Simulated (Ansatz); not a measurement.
Harmonic frequencies (cm⁻¹) at PBE0-D4/def2-TZVP from Ansatz: 104, 114, 125, 206, 242, 260, 292, 305, 370, 394, 648, 651, 710, 723, 752, 1031, 1104, 1107, 1336, 1431, 1466, 1468, 3014, 3086, 3092, 3909, 3912.

Each molecule was computed in one conformer, which needn't be the lowest.

Problem. Which molecule is it?
A. `C[O][Mo](=[O])(=[O])[OH]`
B. `[CH3][Mo](=[NH])(=[NH])[OH]`
C. `C[O][Mo]([NH2])(=[O])=[O]`
D. `C[N]=[Mo](=[O])([OH])[OH]`

Solution. D.
